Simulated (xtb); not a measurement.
CdCl2, charge -1, doublet, from a rough starting geometry (GFN-xTB shapes and energies of metal compounds can be far from the true ones) (a state made from the parent by changing its charge; the spin is typed, not shown lowest); GFN2-xTB (xtb).

Input for xtb:
```
$ xtb mol.xyz --gfn 2 --chrg -1 --uhf 1 --opt vtight --json

# file mol.xyz
3

Cd     0.03128739     0.02189385    -0.08208023
Cl     1.61674601     0.37553805    -1.54616861
Cl    -1.60292434    -0.37949446     1.51918530
```

Q: What does xtb print? Leave out banner, timings and long lists.

A: 
```
   ID    Z sym.   atoms
    1   48 Cd     1
    2   17 Cl     2, 3

           -------------------------------------------------
          |                Calculation Setup                |
           -------------------------------------------------

           -------------------------------------------------
          |                 G F N 2 - x T B                 |
           -------------------------------------------------

          ...................................................
          :                      SETUP                      :
          :.................................................:
          :  # basis functions                  24          :
          :  # atomic orbitals                  22          :
          :  # shells                            8          :
          :  # electrons                        17          :
          :  max. iterations                   250          :
          :  Hamiltonian                  GFN2-xTB          :
          :  restarted?                      false          :
          :  GBSA solvation                  false          :
          :  PC potential                    false          :
          :  electronic temp.          300.0000000     K    :
          :  accuracy                    1.0000000          :
          :  -> integral cutoff          0.2500000E+02      :
          :  -> integral neglect         0.1000000E-07      :
          :  -> SCF convergence          0.1000000E-05 Eh   :
          :  -> wf. convergence          0.1000000E-03 e    :
          :  Broyden damping             0.4000000          :
          :  net charge                         -1          :
          :  unpaired electrons                  1          :
          ...................................................

 iter      E             dE          RMSdq      gap      omega  full diag
   1     -9.8897752 -0.988978E+01  0.951E+00    3.32       0.0  T
   2     -9.9073085 -0.175333E-01  0.684E+00    3.70       1.0  T
   3     -9.9060427  0.126577E-02  0.188E+00    4.81       1.0  T
   4     -9.9105601 -0.451744E-02  0.104E+00    4.39       1.0  T
   5     -9.9120519 -0.149181E-02  0.481E-01    4.64       1.0  T
   6     -9.9121511 -0.991706E-04  0.314E-01    4.52       1.0  T
   7     -9.9123162 -0.165049E-03  0.779E-02    4.56       1.0  T
   8     -9.9123238 -0.767743E-05  0.934E-03    4.58       6.2  T
   9     -9.9123238  0.136353E-07  0.743E-03    4.58       7.8  T
  10     -9.9123239 -0.598066E-07  0.131E-03    4.58      44.1  T
  11     -9.9123239  0.922940E-08  0.273E-03    4.57      21.2  T
  12     -9.9123239 -0.977791E-08  0.118E-03    4.58      49.1  T
  13     -9.9123239 -0.270989E-08  0.728E-05    4.58     793.2  T
  14     -9.9123239 -0.711431E-11  0.167E-05    4.58    3467.5  T

   *** convergence criteria satisfied after 14 iterations ***

         :::::::::::::::::::::::::::::::::::::::::::::::::::::
         ::                     SUMMARY                     ::
         :::::::::::::::::::::::::::::::::::::::::::::::::::::
         :: total energy              -9.906811646902 Eh    ::
         :: gradient norm              0.121350400876 Eh/a0 ::
         :: HOMO-LUMO gap              4.575354249890 eV    ::
         ::.................................................::
         :: SCC energy                -9.912324101514 Eh    ::
         :: -> isotropic ES            0.150280943684 Eh    ::
         :: -> anisotropic ES          0.002985132152 Eh    ::
         :: -> anisotropic XC         -0.006707080019 Eh    ::
         :: -> dispersion             -0.002026638550 Eh    ::
         :: repulsion energy           0.005512454612 Eh    ::
         :: add. restraining           0.000000000000 Eh    ::
         :: total charge              -1.000000000000 e     ::
         :::::::::::::::::::::::::::::::::::::::::::::::::::::

      -----------------------------------------------------------
[...]
 * total energy  :    -9.9725471 Eh     change       -0.1056894E-01 Eh
 * total energy  :    -9.9775252 Eh     change       -0.4978089E-02 Eh
 * total energy  :    -9.9791267 Eh     change       -0.1601434E-02 Eh
 * total energy  :    -9.9800128 Eh     change       -0.8861320E-03 Eh
 * total energy  :    -9.9861928 Eh     change       -0.6179985E-02 Eh
 * total energy  :    -9.9879496 Eh     change       -0.1756782E-02 Eh
 * total energy  :    -9.9888405 Eh     change       -0.8909102E-03 Eh
 * total energy  :    -9.9888830 Eh     change       -0.4253940E-04 Eh
 * total energy  :    -9.9888864 Eh     change       -0.3371130E-05 Eh
 * total energy  :    -9.9888877 Eh     change       -0.1290826E-05 Eh
 * total energy  :    -9.9888879 Eh     change       -0.2495315E-06 Eh
 * total energy  :    -9.9888879 Eh     change       -0.9606280E-08 Eh
   *** GEOMETRY OPTIMIZATION CONVERGED AFTER 14 ITERATIONS ***
         :: total energy              -9.988887930306 Eh    ::
[...]

           -------------------------------------------------
          |                Property Printout                |
           -------------------------------------------------

    * Orbital Energies and Occupations

         #    Occupation            Energy/Eh            Energy/eV
      -------------------------------------------------------------
         1        2.0000           -0.8603508             -23.4113
         2        2.0000           -0.8553046             -23.2740
         3        2.0000           -0.2764544              -7.5227
         4        2.0000           -0.2421070              -6.5881
         5        2.0000           -0.2415486              -6.5729
         6        2.0000           -0.2379323              -6.4745
         7        2.0000           -0.2347725              -6.3885
         8        2.0000           -0.2332276              -6.3464
         9        1.0000           -0.1530659              -4.1651 (HOMO)
        10                          0.0924120               2.5147 (LUMO)
        11                          0.2520854               6.8596
        12                          0.2529878               6.8841
        13                          0.2532049               6.8901
        14                          0.2535236               6.8987
        15                          0.2540607               6.9133
        16                          0.2542296               6.9179
        17                          0.2548732               6.9355
        18                          0.2549604               6.9378
        19                          0.2551274               6.9424
        20                          0.2559023               6.9635
       ...                                ...                  ...
        22                          0.4992771              13.5860
      -------------------------------------------------------------
                  HL-Gap            0.2454778 Eh            6.6798 eV
             Fermi-level           -0.1117368 Eh           -3.0405 eV

     #   Z          covCN         q      C6AA      α(0)
     1  48 Cd       1.324     0.244   196.872    26.933
     2  17 Cl       0.662    -0.622   119.636    16.727
     3  17 Cl       0.662    -0.622   119.636    16.727

 Mol. C6AA /au·bohr⁶  :       1278.412289
 Mol. C8AA /au·bohr⁸  :      76038.651778
 Mol. α(0) /au        :         60.386173

Wiberg/Mayer (AO) data.
largest (>0.10) Wiberg bond orders for each atom

 ---------------------------------------------------------------------------
     #   Z sym  total        # sym  WBO       # sym  WBO       # sym  WBO
 ---------------------------------------------------------------------------
     1  48 Cd   1.160 --     3 Cl   0.580     2 Cl   0.580
     2  17 Cl   0.653 --     1 Cd   0.580
     3  17 Cl   0.653 --     1 Cd   0.580
 ---------------------------------------------------------------------------

Topologies differ in total number of bonds
Writing topology from bond orders to xtbtopo.mol

molecular dipole:
                 x           y           z       tot (Debye)
 q only:       -1.278       0.567      -0.920
   full:       -1.305       0.579      -0.940       4.345
molecular quadrupole (traceless):
                xx          xy          yy          xz          yz          zz
 q only:       -3.526      -3.922       9.396      15.028       4.403      -5.870
  q+dip:       -4.222      -4.639      11.260      17.852       5.305      -7.037
   full:       -5.037      -4.469      12.698      18.392       6.205      -7.661

optimized geometry written to: xtbopt.xyz

           -------------------------------------------------
          | TOTAL ENERGY               -9.988887930306 Eh   |
          | GRADIENT NORM               0.000007412616 Eh/α |
          | HOMO-LUMO GAP               6.679792148426 eV   |
           -------------------------------------------------

normal termination of xtb
```
